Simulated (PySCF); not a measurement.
SMILES CC[B]CC (C₄H₁₀B), doublet, GFN2-xTB optimised geometry. Atoms within 1.6 Å of the plane z = 0.0 Å (x, y, z in Å): C1 (1.44, -2.10, 0.00), C2 (0.73, -0.75, 0.00), B3 (-0.84, -0.75, 0.00), C4 (-1.77, 0.51, 0.00), C5 (-1.07, 1.87, -0.15), H6 (1.17, -2.68, 0.88), H7 (1.18, -2.68, -0.88), H8 (2.53, -1.97, 0.01), H9 (1.07, -0.18, 0.87), H10 (1.07, -0.18, -0.87), H11 (-2.34, 0.51, 0.94), H12 (-2.53, 0.42, -0.79), H13 (-0.54, 1.93, -1.09), H14 (-0.36, 2.03, 0.66), H15 (-1.80, 2.68, -0.12).

Level of theory: unrestricted CAM-B3LYP/def2-TZVP run with PySCF. Cells within 0.4 Å of a nucleus heavier than hydrogen are left out (blank, or x).

Map of the spin density (e/bohr³) on the plane z = 0.0 Å:

```
|000000000000000000000000000|
|000000000000000000000000000|
|000000000000000000000000000|
|000000000000000000000000000|
|000000000000000000000000000|
|000000000000000000000000000|
|000000000000000000000000000|
|000000000000000000000000000|
|0000000000xx000000000000000|
|0000000000x0000000000000000|
|000000000000000000000000000|
|00000000xx00000000000000000|
|00000000xx00000000000000000|
|000000000011100000000000000|
|00000000000x210x00000000000|
|0000000002xx00xx00000000000|
|000000001497100000000000000|
|000000001354100000000000000|
|0000000001210000xx000000000|
|0000000000000000xx000000000|
|000000000000000000000000000|
|000000000000000000000000000|
|000000000000000000000000000|
|000000000000000000000000000|
|000000000000000000000000000|
|000000000000000000000000000|
|000000000000000000000000000|
```
Scale: ten equal steps from -0.002 (start of '0') to 0.093 (end of '9'), in the order '0123456789'; x runs from -5.00 to 5.00, y from -5.00 (bottom) to 5.00 (top).
